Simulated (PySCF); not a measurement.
Orbital gap (eV) of eight silicon and germanium compounds: PBE beside HF, computed with PySCF for isolated molecules in the bases named; differences from unrounded values. The eight are the first of their class met in an unordered collection, after screening for sound electronic states; none was chosen by its value. Each molecule has one DFT geometry for both levels.

| molecule | basis | HF |
|---|---|---|
| H₈N₂Si₃, SMILES N[SiH]1[SiH2]N[SiH2]1 | def2-TZVP | 11.22 |
| CH10FNSi3, SMILES F[SiH2]C[SiH2]N[SiH3] | def2-TZVP | 13.51 |
| CH9N3Si, SMILES NC[SiH](N)N | def2-TZVP | 12.88 |
| C3H6N2Si, SMILES N#CC/C=N/[SiH3] | def2-TZVP | 13.94 |
| C₂H₅ClFNSi, SMILES C=C[Si](F)(N)Cl | def2-TZVP | 13.61 |
| C2H4FNSi, SMILES [SiH2]1C=N[C@H]1F | def2-TZVP | 13.04 |
| C2H5N3Si, SMILES [SiH]1(N=CC=N1)N | def2-TZVP | 12.58 |
| CH3ClFNSi2, SMILES Cl[Si@@]1(F)N=C[SiH2]1 | def2-TZVP | 13.01 |

Problem. Estimate the PBE values and say how PBE differs from HF over the set. (Estimate from the structure and the level; the computed values follow.)

Solution. 
```tsv
molecule	PBE	difference
H₈N₂Si₃, SMILES N[SiH]1[SiH2]N[SiH2]1	3.99	-7.23
CH10FNSi3, SMILES F[SiH2]C[SiH2]N[SiH3]	5.20	-8.32
CH9N3Si, SMILES NC[SiH](N)N	4.67	-8.21
C3H6N2Si, SMILES N#CC/C=N/[SiH3]	3.86	-10.07
C₂H₅ClFNSi, SMILES C=C[Si](F)(N)Cl	4.76	-8.84
C2H4FNSi, SMILES [SiH2]1C=N[C@H]1F	3.53	-9.51
C2H5N3Si, SMILES [SiH]1(N=CC=N1)N	2.76	-9.82
CH3ClFNSi2, SMILES Cl[Si@@]1(F)N=C[SiH2]1	3.19	-9.82
```
PBE lies below HF in 8 and above it in 0 of the eight; the mean signed difference is -8.98 and the largest -10.07 eV.
